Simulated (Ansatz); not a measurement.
Start from `[NH2][GeH]([F])[SiH3]` and change one atom or group to get `[NH2][GeH]([OH])[F]`.

Ansatz, PBE0-D4/def2-TZVP geometries, multiplicity 1. Each molecule was computed in one conformer, which needn't be the lowest.

Scalar relativity is left out up to krypton.

```tsv
property	`[NH2][GeH]([F])[SiH3]`
LUMO energy (PBE0/def2-TZVPP) / eV	-0.12
HOMO energy (ωB97M-V/def2-TZVPP) / eV	-10.35
HOMO energy (PBE0/def2-TZVPP) / eV	-7.96
LUMO energy (B3LYP/def2-TZVPP) / eV	-0.33
HOMO–LUMO gap (B3LYP/def2-TZVPP) / eV	7.36
size of the dipole moment (PBE/def2-TZVPP) / D	1.62
```

Task: What does the change do to each property? (An estimate is asked.)

Result: Ansatz gave: 
| property | `[NH2][GeH]([OH])[F]` | shift |
| --- | --- | --- |
| LUMO energy (PBE0/def2-TZVPP) / eV | 0.46 | 0.58 |
| HOMO energy (ωB97M-V/def2-TZVPP) / eV | -10.56 | -0.21 |
| HOMO energy (PBE0/def2-TZVPP) / eV | -8.14 | -0.18 |
| LUMO energy (B3LYP/def2-TZVPP) / eV | 0.06 | 0.39 |
| HOMO–LUMO gap (B3LYP/def2-TZVPP) / eV | 7.93 | 0.57 |
| size of the dipole moment (PBE/def2-TZVPP) / D | 0.87 | -0.75 |

With PBE0 the HOMO falls by 0.18 eV and the LUMO rises by 0.58 eV, so the gap widens by about 0.76 eV. PBE moves the HOMO by -0.13 eV and ωB97M-V by -0.21 eV. Dipoles are sizes alone; their direction can turn.

B3LYP here is the variant with VWN-RPA as its local correlation; programs differ in this.
